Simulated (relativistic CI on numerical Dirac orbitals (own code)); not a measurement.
Ni3+ in a cubic cluster: 2p photoemission with charge transfer

Computed with a charge-transfer multiplet model of a cubic metal-ligand cluster with up to 3 ligand holes, Slater and spin-orbit integrals from Dirac-Coulomb-Breit ions, Slater integrals scaled by 0.8. The parameters are those of a tetrahedral site (10Dq negative, t2 hopping the larger). The ground state mixes d7 with configurations of k ligand holes L, whose averages lie at kΔ + k(k − 1)U_dd/2; a core hole lowers each added d electron by U_cd. 300 K, Lorentzian 0.6 eV and Gaussian 0.8 eV FWHM.

Atomic integrals in eV (Slater integrals scaled, ζ unscaled), ground: F2dd 10.578, F4dd 6.603, zeta_d 0.089; with the core hole: F2dd 11.936, F4dd 7.492, zeta_d 0.124, zeta_core 11.400, F2cd 7.214, G1cd 5.576, G3cd 3.173.

Cluster parameters (eV): Δ = -0.4, U_dd = 7.5, 10Dq = -0.25, 10Dq(ligand) = 0, V(eg) = 1.62, V(t2g) = -2.76, final-state hopping factor = 0.9.

| Case | n_d | d7 | d8L | d9L2 | d10L3 | S |
| --- | --- | --- | --- | --- | --- | --- |
| U_cd = 8.5 eV | 7.66 | 0.42 | 0.50 | 0.08 | 0.00 | 1.50 |
| U_cd = 9.1 eV | 7.66 | 0.42 | 0.50 | 0.08 | 0.00 | 1.50 |
| U_cd = 9.7 eV | 7.66 | 0.42 | 0.50 | 0.08 | 0.00 | 1.50 |
| U_cd = 10.3 eV | 7.66 | 0.42 | 0.50 | 0.08 | 0.00 | 1.50 |
| U_cd = 10.9 eV | 7.66 | 0.42 | 0.50 | 0.08 | 0.00 | 1.50 |

Weights, n_d and S are thermal averages at 300 K. Binding energies count from the first peak over 30 % of the highest in each spectrum, which can be another peak from case to case. The parameters are a model scan and need not match a compound or its usual spin state. Peaks in eV (height, largest 100):
- U_cd = 8.5 eV: 0.0 (100), 5.5 (9), 7.8 (29), 11.2 (10), 15.2 (10), 17.8 (51), 25.8 (18), 32.5 (6)
- U_cd = 9.1 eV: 0.0 (100), 5.5 (9), 7.8 (33), 11.1 (10), 14.9 (12), 17.8 (53), 25.8 (21), 32.2 (7)
- U_cd = 9.7 eV: 0.0 (100), 5.6 (9), 7.8 (38), 11.1 (10), 14.5 (14), 17.8 (53), 21.1 (7), 25.7 (25), 31.8 (8), 36.1 (5)
- U_cd = 10.3 eV: 0.0 (100), 7.8 (45), 14.3 (16), 17.8 (53), 21.8 (7), 25.7 (28), 31.5 (9), 36.8 (6)
- U_cd = 10.9 eV: 0.0 (100), 7.8 (52), 13.9 (18), 17.8 (52), 22.9 (7), 25.6 (33), 31.2 (12), 37.6 (8)

For the case U_cd = 9.7 eV, Δ = -0.4 eV is smaller than U_dd = 7.5 eV, the charge-transfer side of the Zaanen-Sawatzky-Allen scheme (negative Δ: between configuration averages a ligand hole costs less than the nominal valence; multiplet and field energies can change this for the lowest states). With the core hole the configuration with one ligand hole lies at Δ − U_cd = -8.9, -9.5, -10.1, -10.7, -11.3 eV from the one without, in the order of the table; where this is negative the screened configuration lies lower.
